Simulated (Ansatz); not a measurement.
**A barrier at the coupled-cluster level**

Start structure (SiNH6BrO, closed shell), relaxed at PBE0-D4/def2-TZVP:

| atom | x (Å) | y (Å) | z (Å) |
| --- | --- | --- | --- |
| Si1 | -0.3067 | -0.7989 | -0.4775 |
| Br2 | 1.2839 | -1.4637 | 0.9658 |
| H3 | -1.5249 | -0.3546 | 0.2142 |
| H4 | 0.3135 | 0.1155 | -1.4574 |
| O5 | -0.8134 | -2.1562 | -1.2622 |
| H6 | 1.2123 | 1.8057 | 0.6806 |
| N7 | 0.2240 | 1.6125 | 0.7891 |
| H8 | -0.1541 | -2.6758 | -1.7246 |
| H9 | 0.0526 | 1.4801 | 1.7786 |
| H10 | -0.2874 | 2.4356 | 0.4936 |

The step: SiH₃BrO ([OH][SiH2][Br]) + NH₃ → SiNH₅O ([NH2][SiH2][OH]) + HBr (still joined by a long H–N bond); bonds formed: Si1–N7, Br2–H6; bonds broken: Si1–Br2; bonds weakened to dative contacts: H6–N7. Ansatz 0.2.0; basis: def2-TZVPP and def2-QZVPP; cores frozen in the correlated methods. Filled d shells of the heavier atoms are correlated. The def2 sets are not built for correlating such inner shells, so the correlated values are less sure here. Extrapolation: Hartree–Fock as exp(−7.88 √X), correlation as X^−2.97. Energies below are by CCSD(T) at an estimated basis limit (MP2 extrapolated from triple and quadruple zeta, plus CCSD(T) − MP2 in triple zeta).

(1) What are the electronic barrier and the energy of the step, from the start structure to the end structure? (Judge from chemistry; the value comes from the calculation.)

T1 diagnostic: at most 0.010.

## Answers

(1) Computed: Barrier 0.363 eV; step energy 0.203 eV (uphill); reverse barrier, their difference, 0.160 eV. Barrier and step energy count from the start structure, the reverse barrier from the end structure.

The saddle point: One imaginary mode of 126i cm⁻¹.
```tsv
pair	start (Å)	saddle (Å)	end (Å)
Si1–N7	2.78	2.00	1.84
Br2–H6	3.28	2.61	1.95
Si1–Br2	2.25	2.49	3.47
H6–N7	1.01	1.02	1.11
```

Zero-point energy (harmonic, PBE0-D4): ZPE is 1.896 eV at the start and 1.984 eV at the saddle, so the barrier goes from 0.363 to 0.451 eV.

The step is the kind of exchange with an N–H group that builds nitride films in atomic layer and chemical vapour deposition.

Labels in which every atom is bracketed show which atoms are joined, not bond orders.

For scale, one of the runs: CCSD(T)/def2-TZVPP, 236 basis functions, launched by `ansatz run in.yaml --threads 8 --pin off --events-out ev --progress --plain --max-ram 19148MiB`. Hardware: 8 CPU threads of an Arm Neoverse V2, shared host. Wall time 93 s; peak host memory 4.4 GiB.
